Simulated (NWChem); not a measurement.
Molecule: CH3IMg; SMILES [CH3][Mg][I]

```xyz
6

Mg     0.0000     0.0000     1.5756
I      0.0000     0.0000    -1.0006
C      0.0000     0.0000     3.6570
H     -0.5394    -0.8729     4.0613
H     -0.4863     0.9036     4.0613
H      1.0256    -0.0307     4.0613
```
Atoms are numbered in this order, from 1.

Computed with NWChem. All runs use the structure optimised with PBE0/def2-SVP. def2 effective core potentials on I; no spin-orbit coupling. Total energies compare along this basis series because the functional is fixed.

```
level             basis functions  energy (Ha)  highest occupied level (eV)  orbital gap (eV)  dipole (D)
----------------  ---------------  -----------  ---------------------------  ----------------  ----------
B3LYP/def2-SVP                 73    -537.7739                        -7.04              5.73        1.97
B3LYP/def2-SVPD               100    -537.7790                        -7.15              5.73        2.01
B3LYP/def2-TZVP               131    -537.9015                        -7.13              5.67        1.99
B3LYP/def2-TZVPP              155    -537.9028                        -7.13              5.67        2.00
```
